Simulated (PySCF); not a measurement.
**Electron correlation in Ru²⁺ (ruthenium, charge +2)**

Starting occupation: [Kr] 4d6, 4d3/2 with m_j = -3/2, -1/2, +1/2, +3/2, 4d5/2 with m_j = +3/2, +5/2. Computed with PySCF 2.14 in x2c-QZVPPall-2c (13s12p9d4f2g, 140 functions), with X2C-1e with screened-nucleus spin-orbit coupling, Gaussian nucleus. Frozen: [Ar] 3d10; 14 electrons correlated; the 32 highest virtual spinors left out.

MP2 pair energies summed by pair of shells (mhartree):

```tsv
pair	energy	share (%)
4d-4p	-182.96	41.5
4d-4d	-111.39	25.2
4p-4p	-76.50	17.3
4p-4s	-36.24	8.2
4d-4s	-28.71	6.5
4s-4s	-5.48	1.2
```

Total MP2 correlation energy: -441.27 mhartree.

The GHF reference relaxed away from the jj start to a determinant that is no pure jj level (⟨S²⟩ = 5.97, ⟨J²⟩ = 20.02); the energies belong to that determinant.

This basis was not built for core-valence correlation, so the inner-shell part is incomplete.
